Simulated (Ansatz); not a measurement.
mercury atom (Hg), singlet (core potentials on Hg). Base run: BLYP/def2-SVP in Ansatz (a first-principles code).

Input for Ansatz:
Ansatz 0.2 input:
```yaml
crystal:
  periodic: [false, false, false]
  atoms:
    - {symbol: Hg, position_ang: [0.00000000, 0.00000000, 0.00000000]}
basis:
  gaussian:
    orbitals: def2-SVP
hamiltonian:
  xc: blyp
```

Variants of this job, named by their change:

```csv
change,ΔE vs base (mEh)
base,0.000
"final_grid = 14, 28, 59",0.000
"final_grid = 10, 20, 41",0.000
"point_charge = charge:-1.0 position_ang:-2.4813, 1.1987, -1.1858",-15.376
lower_state_search = full,0.000
nuclear_model = gaussian,0.000
fitting.mean_field = def2-universal-JKFIT,-0.004
accuracy = high,0.000
"final_grid = 6, 12, 29",0.003
"final_grid = 4, 8, 17",-0.030
"point_charge = charge:0.5 position_ang:0.8057, -1.316, -2.5727",-4.057
```
